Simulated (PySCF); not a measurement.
C5H12Si, SMILES CC1([SiH3])CCC1.

Coordinates come from a B3LYP-D3(BJ)/def2-SVP optimisation.

These are PySCF with PBE/def2-TZVP values and carry that method's errors.

Isolated molecule, no solvent.

```json
{
  "total_energy": "-486.85426 hartree",
  "point_group": "Cs",
  "highest_occupied_level": "-6.52 eV",
  "lowest_empty_level": "-0.11 eV",
  "orbital_gap": "6.41 eV",
  "dipole_moment": "0.90 D",
  "quadrupole, principal values (traceless, Buckingham form, about the centre of nuclear charge)": "-0.99, 0.32, 0.68 D·Å"
}
```
